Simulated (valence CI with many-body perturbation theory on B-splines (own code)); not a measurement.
# E1 line list for Se+

Method: valence CI with perturbative core correlation (CI+MBPT): five valence electrons over a frozen Dirac-Fock core [Ar] 3d10, radial functions for each j: 10 s, 10 p, 9 d, 7 f, 4 g, 2 h, with the one-electron correlation potential Σ1, the two-electron term Σ2, the three-electron term Σ3, Breit, model QED; selected CI, second order for the rest, scaled by the run's own slope (own B-spline code, finite nucleus).

Against 14 measured levels this calculation errs by 163 cm⁻¹ on average and by 326 at most. These come from a selection out of the NIST Handbook of Basic Atomic Spectroscopic Data. Levels without a partner in it may be off by more. Among the levels kept, up to 820 cm⁻¹ of a level comes from second order outside the variational space, and about a tenth of that is noise between levels of different J, which matters for small intervals.

Lines 101 to 150 of 248 in falling wavelength, among levels below 124164 cm⁻¹, chosen from the strongest by gf and those to the six lowest levels. Wavelengths and rates use the calculated energies, so an error of 200 cm⁻¹ moves a line at 3232 Å by 0.65 % and its rate by three times that or more. Electric multipoles are in the length gauge, E1 and E2 with the static RPA response of the core. Weak lines are less certain than strong ones. Lines between different terms over intervals too small for the method are left out, as are lines whose strength nearly cancels. The highest levels of a list are the least certain.

Names give the largest LS component (configuration and term), which can be under half, so a name can repeat, a term be missing and a line seem to break the LS rules; names also repeat where a configuration has a term twice. Letters in brackets count levels of one name in rising energy.

| λ vac (Å) | λ from measured levels | Upper | Lower | A (s⁻¹) | S (a.u.) with core polarisation | S without |
| --- | --- | --- | --- | --- | --- | --- |
| 4869 |  | 4s2 4p2 5p 4S°_3/2 | 4s2 4p2 5s 4P_5/2 | 1.10e+08 | 2.52e+01 | 2.52e+01 |
| 4863 |  | 4s2 4p2 5p 4P°_1/2 | 4s2 4p2 5s 4P_3/2 | 8.09e+07 | 9.18e+00 | 9.23e+00 |
| 4785 |  | 4s2 4p2 5p 2D°_3/2 | 4s2 4p2 5s 4P_3/2 | 2.18e+07 | 4.71e+00 | 4.72e+00 |
| 4759 |  | 4s2 4p2 5p 2P°_1/2 | 4s2 4p2 5s 2P_3/2 [a] | 9.45e+06 | 1.00e+00 | 1.01e+00 |
| 4734 |  | 4s2 4p2 5p 2P°_3/2 | 4s2 4p2 5s 2P_3/2 [a] | 1.31e+07 | 2.75e+00 | 2.78e+00 |
| 4668 |  | 4s2 4p2 5p 4P°_3/2 | 4s2 4p2 5s 4P_1/2 | 2.62e+07 | 5.25e+00 | 5.28e+00 |
| 4638 |  | 4s2 4p2 5p 4P°_5/2 | 4s2 4p2 5s 4P_3/2 | 7.51e+06 | 2.22e+00 | 2.23e+00 |
| 4625 |  | 4s2 4p2 5p 2D°_5/2 | 4s2 4p2 5s 4P_5/2 | 2.89e+07 | 8.48e+00 | 8.53e+00 |
| 4536 |  | 4s2 4p2 5p 4P°_1/2 | 4s2 4p2 5s 4P_1/2 | 8.28e+06 | 7.62e-01 | 7.67e-01 |
| 4483 |  | 4s2 4p2 5p 2P°_1/2 | 4s2 4p2 5s 2P_1/2 | 3.58e+07 | 3.18e+00 | 3.21e+00 |
| 4468 |  | 4s2 4p2 5p 2D°_3/2 | 4s2 4p2 5s 4P_1/2 | 6.63e+06 | 1.17e+00 | 1.17e+00 |
| 4461 |  | 4s2 4p2 5p 2P°_3/2 | 4s2 4p2 5s 2P_1/2 | 1.32e+07 | 2.32e+00 | 2.34e+00 |
| 4452 |  | 4s2 4p2 5p 4S°_3/2 | 4s2 4p2 5s 4P_3/2 | 4.23e+06 | 7.37e-01 | 7.34e-01 |
| 4248 |  | 4s2 4p2 5p 2D°_5/2 | 4s2 4p2 5s 4P_3/2 | 1.72e+06 | 3.90e-01 | 3.93e-01 |
| 3232 | 3243 | 4s2 4p2 5p 4D°_3/2 | 4s 4p4 4P_5/2 | 2.45e+06 | 1.63e-01 | 1.62e-01 |
| 3131 |  | 4s2 4p2 5p 4P°_1/2 | 4s 4p4 4P_3/2 | 8.45e+06 | 2.56e-01 | 2.54e-01 |
| 3097 | 3106 | 4s2 4p2 5p 4D°_5/2 | 4s 4p4 4P_5/2 | 1.61e+06 | 1.42e-01 | 1.41e-01 |
| 3036 |  | 4s2 4p2 5p 4P°_5/2 | 4s 4p4 4P_3/2 | 2.74e+06 | 2.27e-01 | 2.26e-01 |
| 3032 |  | 4s2 4p2 5p 4S°_3/2 | 4s 4p4 4P_1/2 | 1.28e+07 | 7.05e-01 | 6.99e-01 |
| 3030 |  | 4s2 4p2 5p 4P°_3/2 | 4s 4p4 4P_5/2 | 1.39e+07 | 7.64e-01 | 7.58e-01 |
| 2956 |  | 4s2 4p2 5p 4S°_3/2 | 4s 4p4 4P_3/2 | 1.49e+07 | 7.61e-01 | 7.55e-01 |
| 2944 |  | 4s2 4p2 5p 2D°_3/2 | 4s 4p4 4P_5/2 | 8.53e+06 | 4.30e-01 | 4.26e-01 |
| 2940 | 2948 | 4s2 4p2 5p 4D°_7/2 | 4s 4p4 4P_5/2 | 7.42e+05 | 7.44e-02 | 7.36e-02 |
| 2888 |  | 4s2 4p2 5p 4P°_5/2 | 4s 4p4 4P_5/2 | 4.48e+06 | 3.19e-01 | 3.17e-01 |
| 2815 |  | 4s2 4p2 5p 4S°_3/2 | 4s 4p4 4P_5/2 | 5.91e+06 | 2.60e-01 | 2.58e-01 |
| 2732 |  | 4s2 4p2 5p 2D°_5/2 | 4s 4p4 4P_5/2 | 3.04e+06 | 1.83e-01 | 1.82e-01 |
| 2659 |  | 4s2 4p2 5p 2P°_3/2 | 4s 4p4 4P_5/2 | 5.32e+05 | 1.97e-02 | 1.95e-02 |
| 1677 | 1667 | 4s 4p4 4P_5/2 | 4s2 4p3 2P°_3/2 | 1.01e+05 | 1.41e-03 | 1.62e-03 |
| 1630 | 1621 | 4s 4p4 4P_3/2 | 4s2 4p3 2P°_3/2 | 9.44e+04 | 8.08e-04 | 1.06e-03 |
| 1608 | 1599 | 4s 4p4 4P_3/2 | 4s2 4p3 2P°_1/2 | 3.63e+03 | 2.98e-05 | 2.48e-05 |
| 1608 | 1599 | 4s 4p4 4P_1/2 | 4s2 4p3 2P°_3/2 | 2.40e+05 | 9.87e-04 | 1.05e-03 |
| 1587 | 1577 | 4s 4p4 4P_1/2 | 4s2 4p3 2P°_1/2 | 2.33e+05 | 9.20e-04 | 1.08e-03 |
| 1434 | 1427 | 4s 4p4 4P_5/2 | 4s2 4p3 2D°_5/2 | 3.62e+05 | 3.16e-03 | 3.95e-03 |
| 1421 | 1414 | 4s 4p4 4P_5/2 | 4s2 4p3 2D°_3/2 | 1.29e+05 | 1.09e-03 | 1.34e-03 |
| 1404 | 1401 | 4s2 4p2 5s 4P_1/2 | 4s2 4p3 2P°_3/2 | 3.10e+06 | 8.46e-03 | 8.28e-03 |
| 1400 | 1393 | 4s 4p4 4P_3/2 | 4s2 4p3 2D°_5/2 | 3.22e+05 | 1.74e-03 | 1.95e-03 |
| 1388 | 1381 | 4s 4p4 4P_3/2 | 4s2 4p3 2D°_3/2 | 1.47e+05 | 7.74e-04 | 8.83e-04 |
| 1388 | 1384 | 4s2 4p2 5s 4P_1/2 | 4s2 4p3 2P°_1/2 | 1.05e+06 | 2.76e-03 | 2.64e-03 |
| 1375 | 1373 | 4s2 4p2 5s 4P_3/2 | 4s2 4p3 2P°_3/2 | 3.35e+06 | 1.72e-02 | 1.66e-02 |
| 1372 | 1365 | 4s 4p4 4P_1/2 | 4s2 4p3 2D°_3/2 | 8.58e+04 | 2.19e-04 | 2.65e-04 |
| 1360 | 1357 | 4s2 4p2 5s 4P_3/2 | 4s2 4p3 2P°_1/2 | 9.46e+05 | 4.69e-03 | 4.52e-03 |
| 1340 | 1337 | 4s2 4p2 5s 4P_5/2 | 4s2 4p3 2P°_3/2 | 2.22e+04 | 1.58e-04 | 1.55e-04 |
| 1336 |  | 4s2 4p2 5s 2P_1/2 | 4s2 4p3 2P°_3/2 | 1.98e+07 | 4.67e-02 | 4.54e-02 |
| 1321 |  | 4s2 4p2 5s 2P_1/2 | 4s2 4p3 2P°_1/2 | 1.64e+08 | 3.74e-01 | 3.63e-01 |
| 1313 |  | 4s2 4p2 5s 2P_3/2 [a] | 4s2 4p3 2P°_3/2 | 5.50e+07 | 2.46e-01 | 2.39e-01 |
| 1299 |  | 4s2 4p2 5s 2P_3/2 [a] | 4s2 4p3 2P°_1/2 | 1.88e+07 | 8.15e-02 | 7.31e-02 |
| 1296 |  | 4s2 4p2 5s 2P_3/2 [b] | 4s2 4p3 2P°_3/2 | 1.12e+08 | 4.79e-01 | 4.67e-01 |
| 1292 |  | 4s 4p4 2D_5/2 | 4s2 4p3 2P°_3/2 | 9.84e+05 | 6.29e-03 | 1.20e-02 |
| 1282 |  | 4s2 4p2 5s 2P_3/2 [b] | 4s2 4p3 2P°_1/2 | 4.45e+07 | 1.85e-01 | 1.91e-01 |
| 1243 |  | 4s2 4p2 4d 4F_3/2 | 4s2 4p3 2P°_3/2 | 6.82e+06 | 2.59e-02 | 2.51e-02 |
